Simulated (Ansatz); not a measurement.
BrHTe (SMILES Br[TeH]) moved off its minimum; all values from Ansatz (a first-principles code), cores frozen in correlated methods. Elements past Kr take the def2 small-core potentials, without spin–orbit coupling.
(charge 0, multiplicity 1)
```xyz
3

Te    -0.58970    -0.52745     0.59797
H     -1.72346    -1.08127    -0.50106
Br     0.84884     0.63680    -0.97674
```

Problem. Give the forces (eV/Å), the total energy and the dipole at CCSD(T)/def2-TZVPPD.

Solution. 
```json
[
 {"atom": "Te1", "Fx": "-0.790", "Fy": "-0.636", "Fz": "0.845"},
 {"atom": "H2", "Fx": "0.167", "Fy": "0.110", "Fz": "-0.020"},
 {"atom": "Br3", "Fx": "0.623", "Fy": "0.526", "Fz": "-0.825"}
]
```
Energy -2840.3559 hartree, dipole 1.28 D.
